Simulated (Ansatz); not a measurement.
## Which method gave which barrier?

Saddle point of CH4ClGa, singlet (CH₄ClGa ([CH3][GaH][Cl]) → CH₃Ga ([CH3][Ga]) + HCl; bonds formed: Cl2–H3; bonds broken: Ga1–Cl2, Ga1–H3), PBE0-D4/def2-TZVP structure:

```
atom    x (Å)    y (Å)    z (Å)
 Ga1  -0.8484  -0.6908  -0.2128
 Cl2   1.0409  -1.7125  -1.7472
  H3  -0.5210  -1.9208  -1.3060
  C4  -0.0429   0.8635   0.6946
  H5  -0.7517   1.3521   1.3645
  H6   0.2961   1.5785  -0.0594
  H7   0.8270   0.5300   1.2666
```

Computed with Ansatz 0.2.0 (basis: def2-TZVPP, with def2-QZVPP for the basis limit); correlated methods freeze the cores. Filled d shells of the heavier atoms are correlated. The def2 sets are not built for correlating such inner shells, so the correlated values are less sure here. B3LYP uses VWN-RPA correlation. Extrapolation: Hartree–Fock as exp(−7.88 √X), correlation as X^−2.97. Four methods, as single points on the PBE0-D4 structures, gave these electronic barriers from the start structure: 1.956, 2.200, 2.573, 3.148 eV.

**Question.** The methods were, in alphabetical order, B3LYP-D4, HF, MP2, PBE-D4. Which gave which? (Judge from chemistry; the calculation decides.)

**Answer.** The calculation gives: PBE-D4 1.956; B3LYP-D4 2.200; MP2 2.573; HF 3.148 eV. For comparison, CCSD(T) at an estimated basis limit (MP2 extrapolated from triple and quadruple zeta, plus CCSD(T) − MP2 in triple zeta) gives 2.420 eV.

T1 diagnostic: at most 0.014. The restricted Hartree–Fock reference is unstable towards an unrestricted one at one or more of these structures.

Labels in which every atom is bracketed show which atoms are joined, not bond orders.

For scale, one of the runs: CCSD(T)/def2-TZVPP, 177 basis functions, launched by `ansatz run in.yaml --threads 2 --pin off --events-out ev --progress --plain --max-ram 4352MiB`. Hardware: 2 CPU threads, shared host. Wall time 24 s; peak host memory 1.6 GiB.
